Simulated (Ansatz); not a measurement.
Molecule: CH₅BNO₂ (charge -1, singlet). It need not be the lowest isomer of its formula. Whether it binds its extra electron was not tested at this geometry. 
Geometry from a B3LYP-D3(BJ)/def2-TZVP (Ansatz, an electronic-structure program) optimisation:
```xyz
10

C     -1.7874     0.0652    -0.6329
N     -0.6042    -0.6879    -0.3011
B      0.6581    -0.0990     0.2870
O      1.4337    -0.7503     1.0810
O      0.8956     1.2615    -0.1602
H     -2.2538     0.6149     0.2090
H     -1.5717     0.8176    -1.4036
H     -2.5675    -0.5799    -1.0601
H     -0.8247    -1.5495     0.1763
H      0.2471     1.5266    -0.8180
```
Charge -1, spin multiplicity 1.

Parts of the frozen-core correlation energy in aug-cc-pVDZ (Ansatz, hartree). Frozen orbitals: 5; correlated occupied orbitals by spin: 15 and 15; virtual: 140 and 140. No spin-orbit coupling. No relativistic terms.

```json
[
 {"term": "reference (HF)", "value": "-269.79713"},
 {"term": "MP2 opposite-spin", "value": "___"},
 {"term": "MP2 same-spin", "value": "-0.21761"},
 {"term": "CCSD correlation", "value": "___"},
 {"term": "(T)", "value": "___"},
 {"term": "T1 diagnostic", "value": "0.016"},
 {"term": "largest doubles amplitude", "value": "0.010"}
]
```

Task: Some entries are withheld; supply them.

Result: 
- MP2 opposite-spin, value: -0.61534
- CCSD correlation, value: -0.86062
- (T), value: -0.02939
